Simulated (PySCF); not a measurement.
## Neon: a sound run and one with changed settings

Sound run: Ne²⁺ [He] 2s2 2p4, Ne³⁺ [He] 2s2 2p3. Computed with PySCF 2.14 in x2c-TZVPall (5s3p2d1f, 31 functions), with scalar relativity by spin-free X2C-1e. The sound run starts from symmetry-adapted Hartree-Fock orbitals and uses a fine grid where one is needed.

Changed run: 6 angular points. This setting is unsound on purpose.

```
species  method  sound run (hartree)  changed run (hartree)  converged
   Ne²⁺     UHF           -126.51367             -126.51367        yes
   Ne²⁺    PBE0           -126.71056             -127.26944        yes
   Ne²⁺     LDA           -126.02522             -127.01282        yes
   Ne³⁺     UHF           -124.24084             -124.24084        yes
   Ne³⁺    PBE0           -124.36842             -124.75633        yes
   Ne³⁺     LDA           -123.68716             -124.37707        yes
```

Ionisation energy of Ne²⁺:

```
method  sound run (eV)  changed run (eV)
   UHF          61.847            61.847
  PBE0          63.733            68.385
   LDA          63.622            71.722
```

A coarse angular grid integrates products of high-l functions wrongly, so density functionals can shift, and the SCF can exploit the error; Hartree-Fock and MP2 need no grid.

For comparison, NIST gives 63.423 eV between the lowest levels.
